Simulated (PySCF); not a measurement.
EPR parameters of C6H7ClF

Species: C6H7ClF (doublet state).
Cartesian coordinates in Å at the GFN2-xTB level; atoms count from 1:
```
atom  x, y, z in Å
F1     0.926    1.176    1.918
C2     0.370    0.491    0.892
C3    -0.215   -0.835    1.155
C4    -0.691   -1.253   -0.197
C5    -0.234   -0.006   -0.972
C6    -0.682    1.136   -0.043
C7     1.188    0.177   -0.406
Cl8    2.085    1.529   -1.096
H9    -0.095   -1.434    2.032
H10   -0.222   -2.174   -0.557
H11   -1.775   -1.396   -0.247
H12   -0.414    0.029   -2.040
H13   -0.388    2.121   -0.390
H14   -1.710    1.133    0.307
H15    1.853   -0.685   -0.378
```

The hyperfine couplings belong to this conformer and change with its torsions.

As a line formula: `F[C@@]12[CH]C[C@@H](C1)[C@H]2Cl` [radical].

Theory: UKS B3LYP, pcH-1 on C Cl F H, non-relativistic, mean-field spin-orbit, GIAO (PySCF 2.14.0). Geometry: GFN2-xTB; no solvent, vibrations or thermal averaging. A GFN2-xTB geometry isn't a minimum of the functional, and hyperfine couplings can be far from their values at a DFT geometry. The SCF solution wasn't tested for stability.

```json
{"g1, g2, g3": "2.00201, 2.00260, 2.00319", "g_iso": "2.00260", "Form of g": "rhombic: the two nearest values differ by 50 % of g3 − g1", "⟨S²⟩": "0.7541 (exact 0.7500)", "α and β electrons": "35, 34"}
```

Isotropic coupling and dipolar principal values T1 to T3, in mT; ρ(0) is the spin density at the nucleus (MHz turned into mT with g_iso):

```json
{"atom": "F1", "isotope": "19F", "a_iso": "-0.33", "of which spin–orbit": "0.00", "T1": "-0.22", "T2": "-0.15", "T3": "0.38", "Mulliken spin population": "0.00", "ρ(0) (bohr⁻³)": "-0.0022"}
{"atom": "C2", "isotope": "13C", "a_iso": "-1.37", "of which spin–orbit": "0.00", "T1": "-0.08", "T2": "-0.02", "T3": "0.10", "Mulliken spin population": "-0.07", "ρ(0) (bohr⁻³)": "-0.0343"}
{"atom": "C3", "isotope": "13C", "a_iso": "3.70", "of which spin–orbit": "0.00", "T1": "-2.85", "T2": "-2.81", "T3": "5.66", "Mulliken spin population": "1.00", "ρ(0) (bohr⁻³)": "0.0923"}
{"atom": "C4", "isotope": "13C", "a_iso": "-1.08", "of which spin–orbit": "0.00", "T1": "-0.09", "T2": "0.02", "T3": "0.07", "Mulliken spin population": "-0.08", "ρ(0) (bohr⁻³)": "-0.0270"}
{"atom": "C5", "isotope": "13C", "a_iso": "-0.07", "of which spin–orbit": "0.00", "T1": "-0.05", "T2": "-0.03", "T3": "0.08", "Mulliken spin population": "0.00", "ρ(0) (bohr⁻³)": "-0.0018"}
{"atom": "C6", "isotope": "13C", "a_iso": "1.56", "of which spin–orbit": "0.00", "T1": "-0.19", "T2": "-0.18", "T3": "0.37", "Mulliken spin population": "0.04", "ρ(0) (bohr⁻³)": "0.0389"}
{"atom": "C7", "isotope": "13C", "a_iso": "3.00", "of which spin–orbit": "0.00", "T1": "-0.21", "T2": "-0.17", "T3": "0.38", "Mulliken spin population": "0.06", "ρ(0) (bohr⁻³)": "0.0747"}
{"atom": "Cl8", "isotope": "35Cl", "a_iso": "0.18", "of which spin–orbit": "0.00", "T1": "-0.18", "T2": "-0.13", "T3": "0.30", "Mulliken spin population": "0.02", "ρ(0) (bohr⁻³)": "0.0112"}
{"atom": "H9", "isotope": "1H", "a_iso": "-2.17", "of which spin–orbit": "0.00", "T1": "-1.37", "T2": "0.01", "T3": "1.36", "Mulliken spin population": "-0.04", "ρ(0) (bohr⁻³)": "-0.0136"}
{"atom": "H10", "isotope": "1H", "a_iso": "2.94", "of which spin–orbit": "0.00", "T1": "-0.17", "T2": "-0.11", "T3": "0.29", "Mulliken spin population": "0.03", "ρ(0) (bohr⁻³)": "0.0185"}
{"atom": "H11", "isotope": "1H", "a_iso": "3.84", "of which spin–orbit": "0.00", "T1": "-0.18", "T2": "-0.15", "T3": "0.33", "Mulliken spin population": "0.04", "ρ(0) (bohr⁻³)": "0.0241"}
{"atom": "H12", "isotope": "1H", "a_iso": "-0.03", "of which spin–orbit": "0.00", "T1": "-0.06", "T2": "-0.05", "T3": "0.11", "Mulliken spin population": "0.00", "ρ(0) (bohr⁻³)": "-0.0002"}
{"atom": "H13", "isotope": "1H", "a_iso": "0.34", "of which spin–orbit": "0.00", "T1": "-0.12", "T2": "-0.07", "T3": "0.19", "Mulliken spin population": "0.00", "ρ(0) (bohr⁻³)": "0.0021"}
{"atom": "H14", "isotope": "1H", "a_iso": "-0.11", "of which spin–orbit": "0.00", "T1": "-0.21", "T2": "-0.07", "T3": "0.28", "Mulliken spin population": "0.00", "ρ(0) (bohr⁻³)": "-0.0007"}
{"atom": "H15", "isotope": "1H", "a_iso": "-0.14", "of which spin–orbit": "0.00", "T1": "-0.21", "T2": "-0.05", "T3": "0.26", "Mulliken spin population": "0.00", "ρ(0) (bohr⁻³)": "-0.0009"}
```

The Mulliken spin populations are largest on C3 (+1.00), C4 (-0.08) and C2 (-0.07). No atom but C3 exceeds +0.15. The angles at C3 add up to 358.3°, so it is nearly planar; its axial dipolar tensor and the negative coupling of its proton fit spin in a p orbital normal to that plane.

Under fast tumbling the dipolar parts average out, and these isotropic splittings remain (the largest six): 1 × 1H (H11, I = 1/2, 2 lines) with 3.84 mT, 1 × 1H (H10, I = 1/2, 2 lines) with 2.94 mT, 1 × 1H (H9, I = 1/2, 2 lines) with 2.17 mT, 1 × 1H (H13, I = 1/2, 2 lines) with 0.34 mT, 1 × 19F (F1, I = 1/2, 2 lines) with 0.33 mT and 1 × 35Cl (Cl8, I = 3/2, 4 lines) with 0.18 mT.

Main isotope only: 35Cl (natural samples also hold 24 % 37Cl, magnetic too, which adds its own pattern).

The 13C coupling of C3 (103.6 MHz) shows only in satellite lines or after enrichment, since that isotope makes up about 1.07 % of natural carbon.

β density exceeds α density at some nuclei, such as C2 (-0.0343), C4 (-0.0270) and H9 (-0.0136), spin density in bohr⁻³. In a single determinant that takes different orbitals for the two spins, that is spin polarisation.
